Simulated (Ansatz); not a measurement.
Consider the formal exchange of groups at a B–S bond: `B[S][AlH2]` + `[SiH3]N[SiH3]` → `B[SiH2]N[SiH3]` + `[AlH2][SH]`.

Calculated with Ansatz (gas phase, PBE0-D4/def2-TZVP geometries, no zero-point term in ΔE). CBS: MP2 limit from def2 TZ/QZ plus the TZ coupled-cluster correction, frozen cores. This one scheme is used for every species. Functionals use def2-TZVPP. One conformer a species, not always the lowest.

CCSD(T)/CBS gives +107.2 kJ/mol.

Q: Another level gave +100.8 kJ/mol. Which?
A. SCS-MP2/def2-TZVPP
B. revPBE/def2-TZVPP
C. MP2/def2-TZVPP
D. RPA@PBE/def2-TZVPP

A: B. revPBE 100.8, RPA@PBE/def2-TZVPP 106.1, MP2/def2-TZVPP 116.6, SCS-MP2/def2-TZVPP 112.4 kJ/mol.

Q: What do rigid-rotor, harmonic-oscillator terms from PBE0-D4/def2-TZVP frequencies (298.15 K, 1 bar) make of the CCSD(T)/CBS value? (An estimate is asked.)

A: The calculation gave: ΔZPE = -4.6 kJ/mol, ΔH = +103.6 kJ/mol, ΔS = -5 J/(mol·K), ΔG = +105.0 kJ/mol. Modes under 50 cm⁻¹ make the entropy rough.

Largest T1 diagnostic among the species: 0.014.

At CCSD(T), def2-SVP lies +8.0 kJ/mol from the extrapolated value and def2-TZVPP −0.3 kJ/mol. In def2-TZVPP, CCSD(T) changes the Hartree–Fock value by +4.2 kJ/mol (the triples alone add +2.9 kJ/mol) and MP2 by +14.0 kJ/mol.
